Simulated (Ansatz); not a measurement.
Total energies of CH$_{4}$F$_{2}$OSSi (`CO[Si](F)(F)S`).

```xyz
10

C    -1.201    1.025   -0.497
O    -0.388    0.327    0.431
Si    0.983   -0.447    0.104
F     0.787   -1.274   -1.235
F     2.181    0.543   -0.188
S     1.567   -1.637    1.726
H    -0.751    1.988   -0.752
H    -1.349    0.444   -1.411
H    -2.169    1.200   -0.027
H     0.339   -2.170    1.848
```

Charge 0, multiplicity 1. Geometry: relaxed with PBE0-D4/def2-TZVP. It is one conformer, not always the lowest. Basis def2-TZVPP, the Gaussian-basis code of Ansatz.

RPA on PBE orbitals: Hartree–Fock energy of these orbitals -1000.71595 Eh, correlation -1.86782 Eh (frozen core).

| functional | energy without D4 (Eh) | D4 term (kJ/mol) |
| --- | --- | --- |
| LDA (SPW92) | -998.78247 | – |
| PBE | -1002.83711 | -23.7 |
| revPBE | -1003.23260 | -70.5 |
| BLYP | -1003.43012 | -52.0 |
| r2SCAN | -1003.29493 | -5.8 |
| B97M-V | -1003.21909 | – |
| PBE0 | -1002.90562 | -20.0 |
| B3LYP | -1003.52504 | -38.3 |
| r2SCANh | -1003.27489 | -6.2 |
| r2SCAN0 | -1003.24629 | -6.8 |
| HSE06 (plane-wave form) | -1002.87818 | -18.7 |
| BHLYP | -1003.35745 | -29.7 |
| CAM-B3LYP | -1003.41986 | -20.4 |
| LC-ωPBE | -1003.10603 | – |
| ωB97X-V | -1003.27689 | – |
| ωB97M-V | -1003.36073 | – |
| B2PLYP | -1003.05607 | – |
| PBE-QIDH | -1002.70466 | – |

B3LYP takes the VWN-RPA correlation (the form of Gaussian; ORCA's B3LYP/G). HSE06 is the plane-wave form, built on full-range PBE exchange. The double hybrids freeze the cores in their second-order part.

LC-ωPBE has ω = 0.4 bohr⁻¹.
